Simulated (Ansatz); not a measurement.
Harmonic frequencies (cm⁻¹) at PBE0-D4/def2-TZVP from Ansatz: 145, 172, 182, 338, 361, 429, 698, 743, 851, 877, 3888, 3898.

Each molecule was computed in one conformer, which needn't be the lowest.

Task: Which molecule is it?
A. `[NH2][Ga]([F])[F]`
B. `[NH2][Ga]([Cl])[Cl]`
C. `[NH2][Ga]([Br])[Br]`
D. `[OH][Ga]([OH])[Cl]`

Result: D.
